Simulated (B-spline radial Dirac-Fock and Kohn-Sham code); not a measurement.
Atomic SCF run for I⁺

ΔSCF core binding energies without Breit or QED terms, calculated with a radial B-spline solver. Keys: rel is the Hamiltonian (dirac, or spin-free x2c and nr, where L3 and M5 stand for the whole 2p and 3d shells), method is hf or an exchange,correlation pair (spin-unpolarised, also for the hole states), nuc the nuclear model, radius_factor scales its radius, rmax is the box in bohr, h the logarithmic mesh step, order the B-spline order, points the quadrature points per cell, c_factor scales the speed of light, and damp, ndamp, maxit and tol steer the iteration. The run stops when the commutator error falls below 10·tol·max(1, Z/10), or the numerical noise floor, and the energy has settled to about 1e-8 Ha; the virial ratio is −V/T.

Input (task.json):

```json
{"items": [{"Z": 53, "q": 1, "cfg": [[1, 0, 2], [2, 0, 2], [2, 1, 6], [3, 0, 2], [3, 1, 6], [3, 2, 10], [4, 0, 2], [4, 1, 6], [4, 2, 10], [5, 0, 2], [5, 1, 4]], "A": 127, "rrms": 4.75, "do": "settings", "holes": ["K", "L3", "M5"],
  "settings": [{"rel": "dirac", "method": "hf", "nuc": "fermi", "radius_factor": 100.0, "rmax": 45.0, "h": 0.3, "order": 8, "points": 10, "c_factor": 1.0, "maxit": 55, "damp": 0.5, "ndamp": 3, "tol": 1e-08}]}]}
```

Command: `python xray2_run.py task.json out`

Ground-state iterations:

```
iter   energy (Ha)        error
   1    -6599.53450724  2.37e+00
   2    -6602.92030517  2.74e-01
   3    -6604.23182372  6.06e-02
   4    -6604.30703029  1.53e-02
   5    -6604.31140912  8.13e-03
   6    -6604.31253259  4.82e-04
   7    -6604.31253888  1.95e-04
   8    -6604.31253932  1.55e-05
   9    -6604.31253933  1.80e-06
  10    -6604.31253933  8.32e-08
```

The ground state converged in 10 iterations, with total energy -6604.31254 Ha, virial ratio 2.06070 and highest orbital energy -19.77 eV. ΔSCF binding energies: K (1s) 27478.7 eV, L3 (2p3/2) 4624.7 eV, M5 (3d5/2) 649.4 eV.

Question: One setting is unsound. Which, and why?

Answer: radius_factor inflates the nucleus far beyond its size, which weakens the binding of the inner electrons. With the default settings (Dirac Hartree-Fock): The ground state converged in 10 iterations, with total energy -7115.41771 Ha, virial ratio 1.94344 and highest orbital energy -19.12 eV. ΔSCF binding energies: K (1s) 33303.3 eV, L3 (2p3/2) 4585.4 eV, M5 (3d5/2) 638.8 eV.
